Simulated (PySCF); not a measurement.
## Worked example: chemical shift, span and skew from a shielding tensor

C2H5NO2Si, SMILES O=C/N=C/O[SiH3]. Atoms are numbered in the order given.

```xyz
11

O     -2.6150     1.0417     0.7631
C     -1.7687     0.3232     1.2435
N     -0.5477    -0.0116     0.6438
C     -0.4937    -0.0071    -0.6376
O      0.6417    -0.2222    -1.2720
Si     2.0738    -0.4811    -0.3301
H     -1.8719    -0.1272     2.2587
H     -1.3603     0.1508    -1.3029
H      2.3626     0.7126     0.5030
H      1.9282    -1.7192     0.4754
H      3.1042    -0.6530    -1.3850
```

Geometry: r2SCAN-D4/def2-SVP. The structure was generated by enumeration; whether it is a known compound was not checked. One conformer was computed; it need not be the lowest.

GIAO shieldings from PySCF with HF/pcSseg-1, non-relativistic, no solvent. The symmetric part of the tensor of Si6 has the principal values 400.9, 409.0, 471.6 ppm. The same nucleus in TMS has σ = 393.8 ppm at this level (PySCF, at its B3LYP-D3(BJ)/def2-TZVP geometry).

Q: Work out the isotropic shielding, the ²⁹Si shift against TMS, the span and the skew.

A: 
σ(iso) = (σ11 + σ22 + σ33)/3 = 427.2 ppm. δ = σ(ref) − σ(iso) = 393.8 − (427.2) = -33.4 ppm.
Span Ω = σ33 − σ11 = 70.7 ppm. Skew κ = 3(σ(iso) − σ22)/Ω = 0.77. Tumbling in solution averages the tensor to δ; in a static solid the shielding alone would spread this spin-1/2 line over Ω.
